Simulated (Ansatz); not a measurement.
`COCBCl`, charge 0, multiplicity 1.

Q: Give a relaxed structure at PBE0-D4/def2-TZVP (Ansatz). (Estimate.)

A: The calculation gave: 
Z-matrix (Å, degrees):
```
C
O 1 1.400
H 1 1.090 2 107.6
H 1 1.100 2 111.4 3 -119.4
H 1 1.100 2 111.9 3 119.3
C 2 1.410 1 112.2 3 -178.7
B 6 1.562 2 115.5 1 73.7
H 6 1.100 2 106.8 1 -167.4
H 6 1.105 2 111.2 1 -53.8
Cl 7 1.747 6 118.6 2 -179.9
H 7 1.192 6 124.0 2 2.2
```
This is one stationary point; other conformers may exist.
